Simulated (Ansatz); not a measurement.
Start from `[OH][In]([Br])[Br]` and change one atom or group to get `[OH][In]([Cl])[Br]`.

Ansatz, PBE0-D4/def2-TZVP geometries, multiplicity 1. Each molecule was computed in one conformer, which needn't be the lowest.

Elements past krypton have def2 core potentials. Scalar relativity is left out up to krypton.

```tsv
property	`[OH][In]([Br])[Br]`
HOMO–LUMO gap (PBE0/def2-TZVPP) / eV	6.07
size of the dipole moment (ωB97M-V/def2-TZVPP) / D	1.14
zero-point energy (PBE0-D4/def2-TZVP) / kJ/mol	38.5
HOMO–LUMO gap (B3LYP/def2-TZVPP) / eV	5.48
HOMO energy (ωB97M-V/def2-TZVPP) / eV	-10.90
LUMO energy (PBE/def2-TZVPP) / eV	-3.47
```

Task: Give the same properties after the change, and the shifts. (An estimate is asked.)

Result: Computed: 
```
                                          property  `[OH][In]([Cl])[Br]`  shift
              HOMO–LUMO gap (PBE0/def2-TZVPP) / eV                  6.22   0.15
size of the dipole moment (ωB97M-V/def2-TZVPP) / D                  0.96  -0.18
    zero-point energy (PBE0-D4/def2-TZVP) / kJ/mol                  39.4    0.9
             HOMO–LUMO gap (B3LYP/def2-TZVPP) / eV                  5.63   0.15
             HOMO energy (ωB97M-V/def2-TZVPP) / eV                -11.03  -0.13
                 LUMO energy (PBE/def2-TZVPP) / eV                 -3.46   0.01
```

Dipoles are sizes alone; their direction can turn.

B3LYP here is the variant with VWN-RPA as its local correlation; programs differ in this.

Spin–orbit coupling is left out; it splits and shifts lone-pair levels of the heavy atoms by tenths of an eV.
